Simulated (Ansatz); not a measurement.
Species: H4FGaN2, SMILES `[NH2][Ga]([NH2])[F]` (charge 0, multiplicity 1), formula H4FGaN2.

### Question
How many basis functions does frozen-core CCSD(T)/cc-pVTZ // PBE0-D4/def2-TZVP (Ansatz, an electronic-structure program) use, how many core orbitals are frozen, and how many electrons are correlated?

### Answer
189 basis functions and 12 frozen orbitals, which leaves 34 correlated electrons (filled d shells below the valence shell are correlated). Core time is of the order of minutes.
